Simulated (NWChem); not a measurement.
Molecule: C$_{5}$H$_{6}$; SMILES C=C(C#C)C

Program: NWChem. Pople sets run with spherical d functions. The geometry was optimised at B3LYP/6-31G* (spherical d). Level: B3LYP/6-31G* with SMD (1 M gas to 1 M solution), gas-phase geometry.

For solvent toluene:

```
Quantity                                     Result
-------------------------------------------  ------
solvation free energy (kcal/mol)               -3.1
cavity-dispersion-structure term (kcal/mol)    -0.7
dipole in solution (D)                         0.54
```

Problem. How do the values read with solvent water instead?

Solution. solvation free energy (kcal/mol): 0.8
cavity-dispersion-structure term (kcal/mol): 5.1
dipole in solution (D): 0.65
